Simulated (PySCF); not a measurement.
Compound: C₂H₈Ge.
Z-matrix (Å and degrees, PBE0-D3(BJ)/def2-SVP geometry), rows numbered from 1:
```
C 
Ge  1  1.9545
C   2  1.9544  1  110.46
H   1  1.0997  2  110.86  3   179.98
H   1  1.1001  2  110.39  3    59.90
H   1  1.1001  2  110.41  3   -59.92
H   2  1.5453  1  109.62  3  -120.90
H   2  1.5452  1  109.61  3   120.86
H   3  1.0996  2  110.95  1   179.99
H   3  1.1001  2  110.36  1   -59.87
H   3  1.1001  2  110.36  1    59.85
```

The calculation used PySCF 2.14.0, PBE0-D3(BJ)/def2-SVP geometry optimisation, gas phase.

Masses are those of the commonest isotopes; rigid-rotor values at the optimised geometry. 

(1) Give the principal moments of inertia and the rotational constants in MHz.

(2) What kind of rotor is it?

(3) What does the inertial defect say?

(4) Give the other two planar moments, Paa and Pbb, and the rms extents of the mass along the axes.

(5) Give the coordinates in the principal-axis frame, origin at the centre of mass.

(6) Where do the levels up to J = 3 lie, in MHz?

(7) Which types of transition are allowed, and where do some lines up to J = 4 fall?

## Answers

(1) Ia = 40.52, Ib = 91.59, Ic = 119.40 u·Å²; 505379 MHz·u·Å²/I gives A = 12474, B = 5518, C = 4233 MHz.

(2) An asymmetric top. Ray's parameter κ = (2B − A − C)/(A − C) = -0.688; −1 is the prolate and +1 the oblate limit.

(3) Not planar: Δ = Ic − Ia − Ib = -12.71 u·Å². For a rigid frame Δ = −2 Σ m c², so Σ m c² = 6.35 u·Å² lies off the ab plane, practically all of it from hydrogen. The atom farthest from that plane is 1.25 Å away.

(4) Paa = Σ m a² = (Ib + Ic − Ia)/2 = 85.24 and Pbb = Σ m b² = (Ia + Ic − Ib)/2 = 34.16 u·Å². With the mass M = 105.98 u, the rms extents √(P/M) along a, b and c are 0.90, 0.57, 0.24 Å.

(5) The sense of each axis is arbitrary; atoms in the order of the calculation.
```csv
atom,mass (u),a (Å),b (Å),c (Å)
C1,12.000,1.605,0.803,0.000
Ge2,73.921,0.000,-0.311,0.000
C3,12.000,-1.605,0.803,0.000
H4,1.008,2.513,0.182,0.000
H5,1.008,1.625,1.447,0.892
H6,1.008,1.626,1.446,-0.892
H7,1.008,0.000,-1.221,1.249
H8,1.008,0.000,-1.220,-1.249
H9,1.008,-2.514,0.184,0.000
H10,1.008,-1.624,1.447,0.892
H11,1.008,-1.624,1.447,-0.892
```

(6) Above 0(0,0):
J = 1: 1(0,1) 9750, 1(1,1) 16707, 1(1,0) 17992
J = 2: 2(0,2) 29089, 2(1,2) 34922, 2(1,1) 38778, 2(2,1) 59646, 2(2,0) 59808
J = 3: 3(0,3) 57709, 3(1,3) 62150, 3(1,2) 69848, 3(2,2) 88897, 3(2,1) 89691, 3(3,1) 126986, 3(3,0) 126999

(7) The dipole components are |μa| = 0.00 D, |μb| = 0.73 D, |μc| = 0.00 D; the symmetry axis of this C2v structure is b, so μa and μc vanish by symmetry and there are no a-type or c-type lines. Some lines, for components of 0.1 D or more:

```tsv
type	branch	J(Ka,Kc)	MHz	lower level (cm⁻¹)
b	R	4(2,2) ← 3(3,1)	3067	4.236
b	Q	4(1,3) ← 4(0,4)	15830	3.176
b	R	1(1,1) ← 0(0,0)	16707	0.000
b	R	4(1,3) ← 3(2,2)	22157	2.965
b	R	2(1,2) ← 1(0,1)	25172	0.325
b	R	3(1,3) ← 2(0,2)	33061	0.970
b	Q	3(3,0) ← 3(2,1)	37307	2.992
b	Q	3(3,1) ← 3(2,2)	38089	2.965
b	R	3(3,0) ← 2(2,1)	67353	1.990
b	R	4(3,1) ← 3(2,2)	77469	2.965
```

Not checked by PBE0-D3(BJ)/def2-SVP frequencies. These are rigid-rotor constants of the computed structure; measured ground-state constants (B0) also hold zero-point vibration. A rigid rotor knows nothing of internal rotation, which can split or shift real lines.
